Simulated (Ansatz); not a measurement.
C2H10Si2 can be A, `CC[SiH2][SiH3]`, or B, `C[SiH2]C[SiH3]`.

Isolated molecules relaxed with PBE0-D4/def2-TZVP in Ansatz; ΔE leaves out vibrations. CCSD(T)/CBS adds triple-zeta CCSD(T) − MP2 to the extrapolated MP2 energy (def2 sets, frozen cores). DFT in def2-TZVPP. B3LYP here is the variant with VWN-RPA as its local correlation; programs differ in this. Each species was taken in one conformer, which may not be the lowest.

Task: Which isomer does CCSD(T)/CBS put lower? Give the gap. (Best estimate.)

Result: Ansatz gave: B, by 55.8 kJ/mol.

Task: Give E(B) − E(A) in kJ/mol with CCSD/def2-TZVPP, B2PLYP, CCSD(T)/def2-TZVPP, PBE0-D4, B3LYP, B3LYP-D4, HF/def2-TZVPP. (An estimate is asked.)

Result: Ansatz gave: CCSD/def2-TZVPP -54.6, B2PLYP -55.3, CCSD(T)/def2-TZVPP -54.2, PBE0-D4 -46.5, B3LYP -50.4, B3LYP-D4 -52.0, HF/def2-TZVPP -57.2. None reverses the order clearly.

Largest T1 diagnostic: 0.011.

From PBE to PBE0 (25 % exact exchange), in def2-TZVPP and without D4, E(B) − E(A) moves by −4.5 kJ/mol.
